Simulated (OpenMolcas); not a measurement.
## Ions of charge +3 along the 4d row with 6 oxide ligands in octahedral coordination

```json
{
  "Program": "OpenMolcas",
  "Method": "CASSCF",
  "Spin-orbit coupling": "state interaction with AMFI integrals over the reference wave functions"
}
```

The d shell is active. Anionic complexes are neutralised by point charges behind the ligands. Distances were set from a Shannon-type radius of the metal (high-spin where two are listed) plus a fixed donor radius (O 1.38 Å). Ligand basis ANO-RCC-VDZP, DKH2 Hamiltonian. States (labels of O, the rotations of Oh). Energies in cm-1 above the lowest state or level, χT in cm3 K/mol; under a threefold ground state the first gap can be a small split of the lowest multiplet, not the spin-orbit step; 10Dq and B are least-squares fits to the states below 45000 cm-1, weighted by degeneracy, with a free offset, and given where the rms deviation is under 5 % of |10Dq| (or 100 cm-1) and under 700 cm-1. Spin-only χT is S(S+1) / 2 for the spin of the ground state.

```csv
Ion,Shell,R (Å),Metal basis,Outer charge (e at Å behind ligand),Ground state,First state of that spin,10Dq,B (rms of fit),First gap with spin-orbit (degeneracies),χT at 300 K,First state of another spin,Spin-only χT
Mo3+,4d3,2.07,ANO-RCC-VTZP,1.5 at 2.4,4A2,4T2 10803,,,"10565 (4, 2)",1.675,2E 14690,1.875
Rh3+,4d6,2.04,ANO-RCC-VTZP,1.5 at 2.8,1A1,1T1 12808,,,"4060 (1, 3)",0.070,5T2 4248,0.000
Pd3+,4d7,2.14,ANO-RCC-VDZP,1.5 at 2.8,4T1,4T2 12260,14505,741 (571),"472.7 (2, 4)",2.777,2E 1212,1.875
Ag3+,4d8,2.13,ANO-RCC-VTZP,1.5 at 2.6,3A2,3T2 13388,,,"9768 (3, 2)",1.338,1E 10499,1.000
```

The rows also differ in their metal basis and outer charges, so part of each step comes from that.

Below the highest spin of the shell: Rh3+. χT departs most from the spin-only value for Pd3+, by +0.902 cm3 K/mol.

Without dynamic correlation the repulsion within the d shell is too large (B by tens of per cent), so at a given field states of lower spin stand too high. The oxide ions are held by bare point charges, a crude embedding. With metal d orbitals alone the field can be off either way by tens of per cent. Ligand-to-metal charge-transfer states are missing. With no ligand orbital active B as a rule stays too high, so bands that hang on it stand too high and its fall with covalency is understated. The least metal-like active orbital is 72 % on the metal (Löwdin) and no ligand orbital is active, so the numbers are rough (holds for Mo3+). This shell can be high or low spin here, a state of another spin lies low, and with metal d orbitals alone active their balance is uncertain, so the ground spin may be wrong, although the usual error favours high spin (holds for Rh3+). The least metal-like active orbital is 75 % on the metal (Löwdin) and no ligand orbital is active, so the numbers are rough (holds for Rh3+). An orbital triplet at a regular site is open to Jahn-Teller coupling, which can distort the site and quench the lowest spin-orbit gaps and is left out (holds for Pd3+). This shell can be high or low spin here, a state of another spin lies low, and with metal d orbitals alone active their balance is uncertain, so the ground spin may be wrong (holds for Pd3+). The least metal-like active orbital is 77 % on the metal (Löwdin) and no ligand orbital is active, so the numbers are rough (holds for Pd3+). Real 4d8 and 5d8 ions are as a rule square planar and diamagnetic (holds for Ag3+). The least metal-like active orbital is 73 % on the metal (Löwdin) and no ligand orbital is active, so the numbers are rough (holds for Ag3+). No measured value stands beside these numbers; the geometry is a model, was not optimised and need not be the one that this ion takes.
